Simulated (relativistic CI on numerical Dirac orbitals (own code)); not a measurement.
Computed by Dirac-Coulomb-Breit CI, KLI orbitals optimised for each configuration, a model potential for QED, unscaled Slater integrals (own radial code, finite nucleus).

Configuration list (outside the closed core [Ar] 3d10): 4s2.4p6, 4s2.4p5.4d, 4s.4p6.4d, 4s2.4p5.4f, 4s.4p6.4f, 4s2.4p5.5s, 4p6.4d.4f, 4s2.4p5.5p, 4s.4p6.5s, 4s2.4p5.5d, 4s.4p6.5p, 4s2.4p5.5f, 4s2.4p5.5g, 4s.4p6.5d, 4p6.4f.5s, 4s2.4p5.6s, 4s.4p6.5f, 4s2.4p5.6p, 4s.4p6.5g, 4s2.4p5.6d, 4s2.4p5.6f, 4p6.4d2, 4p5.4d3, 4p5.4d2.4f, 4p5.4d2.5s, 4p5.4d2.5p, 4p6.4f2, 4p5.4d.4f2, 4p5.4f3, 4p5.4f2.5s, 4p5.4f2.5p, 4p6.4d.5s, 4p5.4d.4f.5s, 4p5.4d.5s2, 4p5.4d.5s.5p. Double excitations out of closed p, d and f shells are left out; levels of such configurations are missing from the list, as are those of other unlisted configurations, and high levels can miss mixing partners. These lack a partner that the ground configuration has and come out too high: 4s2.4p5.5d, 4s2.4p5.5f, 4s2.4p5.5g, 4s2.4p5.6s, 4s2.4p5.6p.

At this charge energies of transitions that change n are usually good to better than 1 %, and those within a shell (Δn = 0) to a few per cent.

Outline of the computed level scheme of Lu XXXVI. Lowest level of each configuration: 4s2.4p6 1S_0 at 0.000 eV; 4s2.4p5.4d 3P°_0 at 138.045 eV; 4s.4p6.4d 3D_1 at 311.888 eV; 4s2.4p5.4f 3G_4 at 337.141 eV; 4s.4p6.4f 3F°_2 at 514.946 eV; 4s2.4p5.5s 3P°_2 at 591.942 eV; 4s2.4p5.5p 3P_1 at 635.226 eV; 4p6.4d2 3F_2 at 648.144 eV.

Some strong electric-dipole decays among the lowest 45 levels: 4s2.4p5.5s 1P°_1 → 4s2.4p6 1S_0 (2.7e+12 s⁻¹); 4s2.4p5.4d 1P°_1 → 4s2.4p6 1S_0 (2.4e+12 s⁻¹); 4s2.4p5.5p 3D_2 → 4s2.4p5.4d 3F°_3 (1.5e+12 s⁻¹); 4s2.4p5.5p 3D_3 → 4s2.4p5.4d 3F°_4 (1.3e+12 s⁻¹); 4s2.4p5.5s 3P°_1 → 4s2.4p6 1S_0 (1.1e+12 s⁻¹); 4s2.4p5.5p 3P_1 → 4s2.4p5.4d 3P°_1 (8.9e+11 s⁻¹); 4s2.4p5.5p 3P_1 → 4s2.4p5.4d 3D°_2 (8.6e+11 s⁻¹); 4s2.4p5.4f 3D_1 → 4s2.4p5.4d 3P°_1 (6.1e+11 s⁻¹).

LS names give the leading component of a level, which can be under half, so a name can repeat, a term be missing and a line seem to break the LS rules.
